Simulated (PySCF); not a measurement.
**Orbital picture of TlC⁺**

PW91 at R = 3.027 Å; Tl aug-cc-pVDZ-PP with ECP60, C aug-cc-pVDZ; scalar-relativistic core potentials (PySCF 2.14). State: ³Π (triplet), unpaired electrons σ ↑, π ↑. Only the outer orbitals are listed, counted within each symmetry, core potentials removing the inner ones.

```json
{"spin": "α", "orbital": "5σ", "occ.": "1", "ε (eV)": "-19.88", "on Tl (%)": "4", "main shells (%)": "96 C s"}
{"spin": "α", "orbital": "6σ", "occ.": "1", "ε (eV)": "-15.86", "on Tl (%)": "94", "main shells (%)": "94 Tl s"}
{"spin": "α", "orbital": "7σ", "occ.": "1", "ε (eV)": "-11.60", "on Tl (%)": "12", "main shells (%)": "88 C p, 9 Tl p"}
{"spin": "α", "orbital": "3π", "occ.": "1", "ε (eV)": "-11.37", "on Tl (%)": "1", "main shells (%)": "98 C p"}
{"spin": "α", "orbital": "3π", "occ.": "0", "ε (eV)": "-10.84", "on Tl (%)": "2", "main shells (%)": "98 C p"}
{"spin": "α", "orbital": "4π", "occ.": "0", "ε (eV)": "-7.89", "on Tl (%)": "98", "main shells (%)": "98 Tl p"}
{"spin": "α", "orbital": "4π", "occ.": "0", "ε (eV)": "-7.89", "on Tl (%)": "99", "main shells (%)": "99 Tl p"}
{"spin": "β", "orbital": "5σ", "occ.": "1", "ε (eV)": "-17.51", "on Tl (%)": "10", "main shells (%)": "89 C s, 9 Tl s"}
{"spin": "β", "orbital": "6σ", "occ.": "1", "ε (eV)": "-15.62", "on Tl (%)": "90", "main shells (%)": "90 Tl s, 9 C s"}
{"spin": "β", "orbital": "3π", "occ.": "0", "ε (eV)": "-9.88", "on Tl (%)": "5", "main shells (%)": "95 C p"}
{"spin": "β", "orbital": "7σ", "occ.": "0", "ε (eV)": "-9.15", "on Tl (%)": "36", "main shells (%)": "62 C p, 35 Tl p"}
{"spin": "β", "orbital": "3π", "occ.": "0", "ε (eV)": "-8.52", "on Tl (%)": "32", "main shells (%)": "67 C p, 31 Tl p"}
```

**Question.** Which are the highest filled and the lowest empty level, where do they sit, and how wide is the gap?

**Answer.** Highest filled α 3π at -11.37 eV (in %: 98 C p); lowest empty α 3π at -10.84 eV (in %: 98 C p); the gap at PW91 is 0.53 eV. Both belong to one degenerate shell, split only by its one-sided filling, so this is no excitation gap.

| Quantity | Value |
| --- | --- |
| bond order (Mayer) | 0.25 |
| ⟨S²⟩ | 2.003 |
| charge on Tl (Mulliken, basis-dependent) | 0.90 |
| charge on Tl (Löwdin, basis-dependent) | 0.88 |
| dipole moment (positive dipole points towards C; it is taken about the centre of mass and depends on that origin) | 1.34 D |

Spin–orbit coupling is left out, which matters for elements this heavy, above all for dissociation energies. The state was picked by a PBE0 search and need not be the measured ground state.
